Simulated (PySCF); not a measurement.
H₉Si₄, SMILES [SiH3][Si]([SiH3])[SiH3], multiplicity 2.

Coordinates come from a r2SCAN-D4/def2-SVP optimisation. The isomer is the one that the SMILES or the coordinates give; other isomers of the formula were not compared.

Calculation: PySCF 2.14.0 with TDA-PBE/def2-SVPD.

Vertical excitations; the highest root listed may be one member of a degenerate set. 

```json
[
 {"state": "root 1", "energy (eV)": "3.16", "λ (nm)": "393", "f": "0.001", "main pairs": "β HOMO→LUMO (degenerate set)"},
 {"state": "root 2", "energy (eV)": "3.16", "λ (nm)": "393", "f": "0.001", "main pairs": "β HOMO−1→LUMO (degenerate set)"},
 {"state": "root 3", "energy (eV)": "3.94", "λ (nm)": "314", "f": "0.000", "main pairs": "α HOMO→LUMO (degenerate set)"},
 {"state": "root 4", "energy (eV)": "3.94", "λ (nm)": "314", "f": "0.000", "main pairs": "α HOMO→LUMO+1 (degenerate set)"},
 {"state": "root 5", "energy (eV)": "4.11", "λ (nm)": "302", "f": "0.001", "main pairs": "α HOMO→LUMO+2 97 %"},
 {"state": "root 6", "energy (eV)": "4.52", "λ (nm)": "274", "f": "0.010", "main pairs": "α HOMO→LUMO+3 99 %"},
 {"state": "root 7", "energy (eV)": "4.63", "λ (nm)": "268", "f": "0.000", "main pairs": "β HOMO−2→LUMO 100 %"},
 {"state": "root 8", "energy (eV)": "4.69", "λ (nm)": "264", "f": "0.001", "main pairs": "α HOMO→LUMO+5, β HOMO−3→LUMO (degenerate set)"},
 {"state": "root 9", "energy (eV)": "4.69", "λ (nm)": "264", "f": "0.001", "main pairs": "α HOMO→LUMO+4, β HOMO−4→LUMO (degenerate set)"},
 {"state": "root 10", "energy (eV)": "4.82", "λ (nm)": "257", "f": "0.070", "main pairs": "α HOMO→LUMO+5 56 %, β HOMO−3→LUMO 39 %"}
]
```
Unrestricted roots are not spin-pure.
